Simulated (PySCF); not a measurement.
A PySCF script (with the pyscf-properties extension) for the NMR shieldings of SMILES C#C[C@@H]1[SiH2]N[Si@H](O[SiH3])[SiH2]1, C3H11NOSi4, on a GFN2-xTB geometry:

```python
import basis_set_exchange as bse
import numpy as np
from pyscf import gto, dft
from pyscf.prop import nmr

atoms = """
C    -3.635167    1.787538   -0.713290
C    -2.597151    1.252666   -0.983938
C    -1.353000    0.606599   -1.281842
Si   -1.306522   -1.221733   -0.711312
N     0.399601   -1.519701   -0.658862
Si    1.618394   -0.284028   -0.509456
O     2.444958   -0.450880    0.885536
Si    2.513491   -0.640949    2.490145
Si    0.186953    1.507691   -0.549933
H    -4.542280    2.263787   -0.490435
H    -1.231013    0.606101   -2.370858
H    -1.948974   -1.389483    0.599289
H    -1.906547   -2.129860   -1.696296
H     0.687650   -2.480569   -0.575187
H     2.671256   -0.564096   -1.489240
H     1.981703    0.572969    3.110474
H     3.936212   -0.832625    2.758135
H     1.719718   -1.811452    2.865486
H     0.548813    2.636981   -1.425767
H    -0.193244    2.101724    0.744314
"""
names = dict.fromkeys(["C", "Si", "N", "O", "H"], "pcSseg-1")
basis = {el: gto.basis.parse(bse.get_basis(n, elements=[el], fmt="nwchem")) for el, n in names.items()}
mol = gto.M(atom=atoms, basis=basis, charge=0, verbose=0)
mf = dft.RKS(mol, xc="PBE0")
mf.grids.level = 2
mf.grids.alignment = dft.numint.BLKSIZE   # the property module wants whole blocks of grid points
mf.conv_tol = 1e-9
mf.kernel()

calc = nmr.RKS(mf)   # GIAO
C = mf.mo_coeff
Co = C[:, mf.mo_occ > 0]
resp = mf.gen_response(singlet=True, hermi=2)
def vind(x):   # induced exchange potential for any number of trial vectors
    d = np.einsum("pi,xij,qj->xpq", C, 2 * x.reshape(-1, C.shape[1], Co.shape[1]), Co, optimize=True)
    return np.einsum("xpq,pi,qj->xij", resp(d - d.transpose(0, 2, 1)), C, Co, optimize=True).ravel()
mo1, _ = nmr.rhf.solve_mo1(calc, with_cphf=vind)
sigma = calc.kernel(mo1)
for i, s in enumerate(sigma):   # ppm
    print("%2d %-2s %9.2f" % (i, mol.atom_pure_symbol(i), np.trace(s) / 3))
```

Task: What does it print?

Result: 
```
 0 C     115.30
 1 C     100.38
 2 C     187.89
 3 Si    373.03
 4 N     213.54
 5 Si    366.58
 6 O     289.99
 7 Si    395.95
 8 Si    420.98
 9 H      30.38
10 H      30.00
11 H      26.60
12 H      26.55
13 H      30.75
14 H      26.14
15 H      26.58
16 H      26.64
17 H      26.56
18 H      27.54
19 H      27.47
```

These numbers come from an equivalent density-fitted implementation of the same equations, which agrees with the script to about 0.01 ppm for H and up to a few tenths of a ppm for heavy atoms, so last digits may differ.

Task: Turn these shieldings into chemical shifts. Shifts are taken against calculated references (same method and geometry level): TMS for ¹³C (σ = 186.93 ppm) and ²⁹Si (σ = 349.16 ppm) and ¹H (σ = 31.72 ppm); ¹⁵N (σ = 267.73 ppm) vs NH3; ¹⁷O (σ = 336.08 ppm) against H2O.

Result: Averaging equivalent atoms: C 1: 86.5; C 0: 71.6; C 2: -1.0; Si 5: -17.4; Si 3: -23.9; Si 7: -46.8; Si 8: -71.8; N 4: 54.2; O 6: 46.1; H 14: 5.58; H 12: 5.17; H 15/16/17: 5.13; H 11: 5.12; H 19: 4.25; H 18: 4.18; H 10: 1.72; H 9: 1.34; H 13: 0.97 ppm. Experimental scales use liquid or dissolved standards, which lie at an offset from isolated NH3 (liquid NH3: subtract about 20 ppm) and H2O (liquid H2O: subtract about 36 ppm).

Size and cost of the density-fitted run: 236 basis functions, 66 s wall time on 1 thread of an Arm Neoverse V2, shared host; peak memory 1.1 GiB.
